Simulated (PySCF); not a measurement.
Excitations are Tamm–Dancoff values on a coarser integration grid. The basis has no diffuse functions, so Rydberg states are missing or too high.

Cartesian coordinates (Å):
```xyz
5

F      1.6237    -0.7770    -0.0370
Sn    -0.1135     0.0543     0.0026
H      0.2036     1.7228    -0.0829
H     -0.9186    -0.5612    -1.3630
H     -0.7952    -0.4389     1.4803
```
Charge 0, spin multiplicity 1.

Question: What HOMO–LUMO gap, LUMO, dipole moment, total energy and T1 excitation (TDA) does M06-2X/def2-TZVP // PBE0-D3(BJ)/def2-TZVP (PySCF) give?

Answer: 
* **HOMO–LUMO gap**: 10.44 eV
* **LUMO**: -0.20 eV
* **dipole moment**: 2.88 D
* **total energy**: -8595.68 eV
* **T1 excitation (TDA)**: 6.88 eV
